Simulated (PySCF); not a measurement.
SnTe⁺: from constants to spectrum

B97-3 constants of SnTe⁺, ²Π (doublet), unpaired electrons π ↑ (PySCF, scalar-relativistic core potentials, basis sets Sn cc-pVDZ-PP with ECP28, Te cc-pVDZ-PP with ECP28; masses 119.9022 and 129.9062 u):

| Property | Result |
| --- | --- |
| ωe | 210.2 cm⁻¹ |
| ωexe | 0.365 cm⁻¹ |
| Be | 0.036637 cm⁻¹ |
| αe | 8.53e-05 cm⁻¹ |
| D (centrifugal) | 4.45e-09 cm⁻¹ |
| De to Sn⁺ + Te | 2.79 eV |

(1) Give the vibrational terms G(v) and spacings up to v = 6.

(2) How well does the Morse estimate ωe²/(4ωexe) reproduce De, and what is D0?

Spin–orbit coupling is left out, which matters for elements this heavy, above all for dissociation energies. For an ion De counts to the pair picked by the measured ionisation energies or electron affinities, which need not be the lowest pair at this level. The state was picked by a PBE0 search and need not be the measured ground state.

Results:

(1) G(v) = ωe(v+½) − ωexe(v+½)².

| v | G(v) (cm⁻¹) | G(v) − G(v−1) | Bv (cm⁻¹) |
| --- | --- | --- | --- |
| 0 | 105.0 |  | 0.03659 |
| 1 | 314.5 | 209.5 | 0.03651 |
| 2 | 523.2 | 208.7 | 0.03642 |
| 3 | 731.2 | 208.0 | 0.03634 |
| 4 | 938.5 | 207.3 | 0.03625 |
| 5 | 1145.1 | 206.5 | 0.03617 |
| 6 | 1350.9 | 205.8 | 0.03608 |

(2) It gives 3.75 eV, 134 % of the computed De. D0 = De − G(0) = 2.79 − 0.01 = 2.78 eV.
